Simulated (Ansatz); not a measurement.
The same path of BClH3NO + H3P (11 atoms, charge 0, multiplicity 1) was run twice with different band settings. Lost on the way: B1–Cl2, P8–H11. Made: B1–P8, Cl2–H11.

Computed with RKS BLYP-D4/def2-SVP in Ansatz 0.2.0.

Relaxed end points:

```xyz
11
Properties=species:S:1:pos:R:3
B 0.012 -0.652 -0.280
Cl 0.045 -1.396 1.377
O 1.133 -0.668 -1.068
H 1.894 -1.087 -0.629
N -1.177 -0.046 -0.730
H -2.040 -0.040 -0.192
H -1.235 0.403 -1.644
P -0.494 2.752 0.964
H -1.896 2.476 1.162
H -0.460 3.672 2.079
H -0.096 1.637 1.780
```

```xyz
11
Properties=species:S:1:pos:R:3
B -0.093 0.724 -0.409
Cl -0.484 -0.568 2.822
O 1.218 0.305 -0.465
H 1.338 -0.571 -0.880
N -1.189 0.006 -0.943
H -1.106 -0.910 -1.388
H -2.154 0.323 -0.862
P -0.344 2.539 0.321
H -1.582 2.301 1.019
H 0.477 2.374 1.491
H -0.394 0.530 2.113
```

Common settings: spring 5.0 eV/Å²; optimiser quadratic models (default); start path through a guess of the saddle point; force threshold 0.03 eV/Å; iteration limit 60; end points relaxed.

| run | movable images | climbing image |
| --- | --- | --- |
| 1 | 5 | yes |
| 2 | 1 | no |

Q: What does each run give, and how far can it be trusted?

A: Run 1: converged after 28 iterations, highest image 2.160 eV above the first end. The profile has 2 maxima (images 3, 5) with wells between them (image 4): this band takes more than one step, which may be the mechanism or a detour left from its start path. Neighbouring images differ by up to 1.8 eV, so the band resolves the path poorly. A vibrational analysis at the climbing image gives one clearly imaginary mode, 683i cm⁻¹: a first-order saddle point.
Run 2: converged after 55 iterations, highest image 0.950 eV above the first end. The highest image is an end point: on this band no image between the ends rises above it. So few images can step over the top or miss a turn of the path.
The orbitals stay closed-shell, which can raise the energy where a bond breaks towards radicals; this wasn't checked here.
